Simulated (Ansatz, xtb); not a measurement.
**Two isomers of C2H5BrSeSi**

Structure X is `Br[Si@@H]1CC[Se]1`, a singlet and structure Y is `C=C[Se][SiH2]Br`, a singlet. Both are isolated molecules in the gas phase, relaxed with B3LYP/def2-SVP; each stands in its lowest conformer found.

Problem. Estimate E(Y) − E(X) at the level CCSD(T)/def2-SVP + ΔMP2/def2-TZVPP.

Solution. Calculated at CCSD(T)/def2-SVP + ΔMP2/def2-TZVPP: E(Y) − E(X) = +17.0 kcal/mol, so structure X lies lower.

How the difference moves with the method:

| level | geometry | E(Y) − E(X) (kcal/mol) | departure from the last row (kcal/mol) | job, with rough time for the two |
| --- | --- | --- | --- | --- |
| B3LYP/def2-SVP | B3LYP/def2-SVP | +15.0 | −2.0 | optimisation, 2.4 min |
| HF/def2-SVP | B3LYP/def2-SVP | +13.2 | −3.8 | part of the CCSD(T) run |
| MP2/def2-SVP | B3LYP/def2-SVP | +18.5 | +1.4 | part of the CCSD(T) run |
| CCSD(T)/def2-SVP | B3LYP/def2-SVP | +15.6 | −1.4 | single point |
| CCSD(T)/def2-SVP + ΔMP2/def2-TZVPP | B3LYP/def2-SVP | +17.0 |  | single point, 65 s |

As drawn, Y has 1 C=C, 1 Si–H in place of 1 C–Si, 1 C–C, 1 C–H. Structure X has a 4-membered ring, Y no ring.

The levels shown agree on the order. The largest departure from CCSD(T)/def2-SVP + ΔMP2/def2-TZVPP is that of HF/def2-SVP, 3.8 kcal/mol. Levels run at GFN2-xTB geometries aren't shown. The last row adds to CCSD(T) the change of the MP2 difference between the two basis sets, here +1.4 kcal/mol.

With thermal terms from frequencies at re-optimised GFN2-xTB minima (ideal gas, soft modes damped towards free rotors, one conformer each, 298.15 K, 1 atm): on the last row, ΔE + ΔZPE = +13.8, ΔH = +14.5, ΔG = +12.9 kcal/mol.

The correlated steps freeze 25 core orbitals; the filled d shell of Br and Se is correlated, in a basis made for valence electrons. Mirror images aren't counted in ΔG. Programs: Ansatz 0.2.0, xtb 6.7.1; the last row on 4 threads of Arm Neoverse V1 on a shared host.
